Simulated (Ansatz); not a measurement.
Born–Oppenheimer molecular dynamics of CH$_{5}$Cl$_{2}$NSi (10 atoms, charge 0, multiplicity 1). It starts from a relaxed structure.

Theory: RKS PBE0-D4/6-31G (Ansatz).

| Quantity | Value |
| --- | --- |
| ensemble | NVE (velocity Verlet) |
| time step | 1 fs |
| steps asked | 250 |
| starting velocities drawn for | 500 K |
| seed | 30985 |

Frames 20 fs apart, positions in Å, forces in eV/Å.

Velocities at 0.0 fs (Å/ps):

```
Si -0.66 -1.45 -6.26
N -1.57 -4.63 7.01
H -21.62 -38.70 8.76
H -2.05 -0.99 21.96
C -1.78 -6.15 -2.40
H -15.64 7.70 10.04
H -4.68 -8.87 -16.03
H -7.34 47.96 -3.42
Cl -0.06 0.51 -1.06
Cl 3.26 4.35 3.46
```

```xyz
10
Properties=species:S:1:pos:R:3:forces:R:3 time_fs=0.0 energy_less_start_eV=0.000 T=500
Si 0.033 0.026 0.065 -0.01 0.00 -0.01
N -0.001 -0.107 1.789 -0.01 0.00 0.00
H -0.849 -0.229 2.320 0.01 0.00 0.00
H 0.838 -0.021 2.340 0.00 0.00 0.00
C 1.783 0.027 -0.611 0.00 -0.01 0.00
H 2.288 -0.905 -0.340 0.00 0.00 0.00
H 1.765 0.113 -1.699 0.00 0.00 -0.01
H 2.343 0.875 -0.207 0.00 0.01 0.01
Cl -0.989 1.826 -0.620 0.00 0.00 0.00
Cl -1.116 -1.605 -0.798 0.00 0.00 0.00
10
Properties=species:S:1:pos:R:3:forces:R:3 time_fs=20.0 energy_less_start_eV=0.186 T=326
Si 0.029 0.025 0.063 0.43 0.74 0.26
N -0.057 -0.215 1.777 -0.33 -0.53 0.90
H -0.827 -0.753 2.225 1.01 0.85 -0.60
H 0.664 0.128 2.413 -0.51 -0.15 -0.29
C 1.752 0.013 -0.668 0.07 -1.15 0.49
H 2.376 -0.737 -0.166 -0.28 -0.26 0.02
H 1.762 -0.216 -1.723 -0.27 -0.04 -0.45
H 2.268 0.918 -0.519 0.54 1.62 0.13
Cl -0.988 1.837 -0.641 0.11 -0.01 0.10
Cl -1.077 -1.553 -0.746 -0.78 -1.08 -0.56
10
Properties=species:S:1:pos:R:3:forces:R:3 time_fs=40.0 energy_less_start_eV=0.283 T=234
Si 0.067 0.096 0.075 -0.37 -1.20 1.03
N -0.071 -0.307 1.801 -0.17 0.79 -0.18
H -0.820 -0.946 2.067 0.31 0.23 -0.05
H 0.264 0.290 2.565 -0.13 -0.45 -0.62
C 1.766 0.036 -0.689 -0.12 -2.01 0.57
H 2.478 -0.603 -0.133 -0.65 -0.01 -0.05
H 1.611 -0.403 -1.664 0.13 -0.14 -0.53
H 2.247 0.946 -0.795 0.77 2.30 -0.31
Cl -0.978 1.849 -0.651 0.00 0.26 0.10
Cl -1.103 -1.593 -0.741 0.22 0.24 0.04
10
Properties=species:S:1:pos:R:3:forces:R:3 time_fs=60.0 energy_less_start_eV=0.268 T=250
Si 0.061 0.056 0.098 -0.07 -0.23 -1.54
N -0.105 -0.278 1.775 0.52 0.77 -0.19
H -0.643 -1.056 2.058 -0.65 -0.83 0.36
H 0.185 0.332 2.510 0.18 0.28 0.33
C 1.797 0.078 -0.742 -0.35 -2.08 2.13
H 2.489 -0.442 -0.008 -0.67 0.27 -0.97
H 1.774 -0.442 -1.694 -0.02 -0.02 -0.12
H 2.144 1.058 -0.824 0.55 1.88 -0.46
Cl -0.963 1.879 -0.645 0.21 -0.27 0.36
Cl -1.116 -1.621 -0.737 0.29 0.24 0.10
10
Properties=species:S:1:pos:R:3:forces:R:3 time_fs=80.0 energy_less_start_eV=0.290 T=229
Si 0.033 -0.016 0.014 -0.25 0.92 2.17
N -0.118 -0.194 1.781 -0.04 -0.55 -1.97
H -0.643 -0.937 2.199 -0.29 -0.20 0.02
H 0.269 0.452 2.415 0.49 0.87 0.73
C 1.757 0.126 -0.688 0.54 -2.05 0.53
H 2.547 -0.399 -0.034 -1.27 0.75 -1.07
H 1.673 -0.356 -1.677 0.57 0.20 0.16
H 1.969 1.161 -0.796 0.52 1.02 -0.20
Cl -0.929 1.885 -0.608 0.06 -0.32 0.03
Cl -1.105 -1.632 -0.730 -0.32 -0.63 -0.40
10
Properties=species:S:1:pos:R:3:forces:R:3 time_fs=100.0 energy_less_start_eV=0.302 T=216
Si -0.006 0.013 0.029 0.77 -0.36 -1.75
N -0.085 -0.117 1.710 -0.58 0.03 1.96
H -0.872 -0.603 2.148 0.59 0.18 -0.10
H 0.350 0.587 2.309 -0.15 -0.51 -0.21
C 1.746 0.151 -0.696 0.58 -1.97 1.06
H 2.387 -0.519 0.009 -0.76 1.22 -1.34
H 1.859 -0.209 -1.742 -0.23 0.24 0.68
H 2.035 1.192 -0.622 0.36 0.26 0.00
Cl -0.894 1.866 -0.567 -0.66 0.69 -0.40
Cl -1.116 -1.690 -0.752 0.09 0.24 0.09
10
Properties=species:S:1:pos:R:3:forces:R:3 time_fs=120.0 energy_less_start_eV=0.272 T=246
Si 0.013 0.014 0.001 -0.54 -0.28 1.59
N -0.097 -0.060 1.772 1.08 0.03 0.08
H -0.827 -0.528 2.307 0.29 0.30 -0.43
H 0.662 0.365 2.349 -1.12 -0.58 -0.79
C 1.757 0.114 -0.651 1.12 -1.29 -0.72
H 2.436 -0.733 -0.263 -1.03 1.47 -0.34
H 1.738 0.005 -1.753 -0.11 -0.12 0.32
H 2.170 1.119 -0.505 0.13 -0.18 0.47
Cl -0.917 1.900 -0.566 -0.20 -0.06 -0.37
Cl -1.119 -1.729 -0.772 0.38 0.70 0.18
10
Properties=species:S:1:pos:R:3:forces:R:3 time_fs=140.0 energy_less_start_eV=0.157 T=351
Si 0.009 -0.003 0.056 0.28 0.79 -1.25
N -0.044 -0.087 1.754 -0.66 -0.37 0.65
H -0.921 -0.281 2.216 0.09 0.04 0.14
H 0.725 0.070 2.374 0.34 0.11 0.06
C 1.756 0.034 -0.651 0.64 -0.44 -0.44
H 2.283 -0.945 -0.510 -0.37 0.81 0.27
H 1.801 0.221 -1.731 -0.55 -0.12 -0.03
H 2.324 0.882 -0.247 0.00 -0.28 0.44
Cl -0.965 1.930 -0.601 0.22 -0.86 0.12
Cl -1.089 -1.699 -0.772 -0.01 0.33 0.06
10
Properties=species:S:1:pos:R:3:forces:R:3 time_fs=160.0 energy_less_start_eV=0.180 T=331
Si 0.003 0.051 0.054 -0.28 -0.09 0.51
N -0.027 -0.162 1.798 -0.21 0.60 -1.56
H -0.799 -0.002 2.402 -0.74 -0.09 0.20
H 0.843 -0.117 2.250 1.29 -0.07 0.80
C 1.735 -0.034 -0.641 0.40 0.52 0.27
H 2.020 -1.079 -0.664 0.32 -0.25 0.08
H 1.841 0.373 -1.639 -0.45 -0.03 -0.48
H 2.440 0.571 -0.059 -0.04 -0.28 0.31
Cl -0.994 1.879 -0.629 0.05 -0.21 0.15
Cl -1.059 -1.634 -0.769 -0.34 -0.09 -0.28
10
Properties=species:S:1:pos:R:3:forces:R:3 time_fs=180.0 energy_less_start_eV=0.235 T=278
Si 0.011 0.088 0.087 0.89 -0.71 -0.08
N 0.036 -0.090 1.801 0.06 -0.32 0.22
H -0.827 -0.237 2.284 -0.42 0.17 0.49
H 0.832 -0.493 2.287 -0.08 0.35 -0.27
C 1.748 -0.092 -0.611 -0.15 2.03 1.00
H 1.919 -1.103 -0.832 0.46 -1.59 -0.24
H 1.771 0.481 -1.519 0.23 0.27 -0.73
H 2.516 0.336 0.068 -0.42 -0.37 -0.28
Cl -1.019 1.806 -0.643 -0.18 0.46 0.07
Cl -1.066 -1.577 -0.792 -0.40 -0.28 -0.18
10
Properties=species:S:1:pos:R:3:forces:R:3 time_fs=200.0 energy_less_start_eV=0.233 T=285
Si 0.068 0.047 0.111 -0.55 0.12 -0.62
N 0.042 -0.046 1.835 0.59 -0.02 1.49
H -0.760 0.077 2.469 0.55 -0.12 -0.90
H 0.918 -0.233 2.358 -0.94 0.21 -0.68
C 1.813 -0.076 -0.615 -0.21 1.69 2.09
H 1.938 -1.089 -0.814 0.54 -2.03 -0.68
H 1.941 0.526 -1.500 0.09 0.23 -0.23
H 2.525 0.210 0.204 -0.36 0.00 -0.89
Cl -1.056 1.770 -0.645 0.23 0.07 0.27
Cl -1.110 -1.545 -0.834 0.06 -0.14 0.14
10
Properties=species:S:1:pos:R:3:forces:R:3 time_fs=220.0 energy_less_start_eV=0.281 T=237
Si 0.091 -0.006 0.090 -0.08 0.16 0.58
N 0.063 0.030 1.843 -0.87 0.51 0.32
H -0.783 0.286 2.382 0.80 -0.43 -0.71
H 0.901 0.062 2.413 -0.08 -0.20 -0.35
C 1.875 -0.073 -0.563 -0.13 2.19 1.26
H 2.196 -1.029 -0.849 0.28 -1.68 -0.49
H 1.844 0.581 -1.444 0.49 -0.02 0.09
H 2.610 0.316 0.221 -1.05 -0.24 -1.07
Cl -1.069 1.746 -0.622 0.43 -0.06 0.15
Cl -1.150 -1.531 -0.861 0.22 -0.23 0.23
```

Of the whole run (250 fs, mean temperature of the second half 246 K): The conserved energy stayed within 1.4 meV per atom of its start (net change 1.1 meV per atom), so the integration is sound. Over the second half the temperature averaged 0.49 of the 500 K drawn at the start: a run that starts near a minimum puts about half its kinetic energy into the potential. A run of 0.25 ps of so small a system gives no equilibrium averages. Limits of this set-up: no polarisation functions.

The run took 15 min on 1 thread of Arm Neoverse V2, with other jobs on the host, peak memory 0.16 GiB.
